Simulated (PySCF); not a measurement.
H₄OSeSi. Atoms are numbered in the order given.

```xyz
7

Se    -0.7420     0.2045     0.7661
H     -1.7264    -0.7399     0.1915
O      0.7351    -0.5999     0.0513
Si     1.2120    -0.1049    -1.4890
H      0.1552    -0.4171    -2.4984
H      2.4456    -0.8873    -1.7771
H      1.5037     1.3582    -1.5270
```
Charge 0, spin multiplicity 1.

Coordinates come from a r2SCAN-D4/def2-SVP optimisation. The values are those of a single conformer.

Method: PySCF with HF/pcSseg-1.

GIAO shieldings, no solvent; atoms alike by connectivity are averaged. δ = σ(ref) − σ: ⁷⁷Se against Me2Se (σ = 1942.8 ppm); ¹H against TMS (σ = 31.99 ppm); ¹⁷O against H2O (σ = 333.0 ppm); ²⁹Si against TMS (σ = 393.8 ppm), references at their B3LYP-D3(BJ)/def2-TZVP geometries, non-relativistic.

```tsv
nucleus	atoms	count	δ (ppm)
⁷⁷Se	Se1	1	1153.8
¹H	H2	1	8.58
¹H	H5, H6, H7	3	4.63
¹⁷O	O3	1	-132.8
²⁹Si	Si4	1	-23.9
```
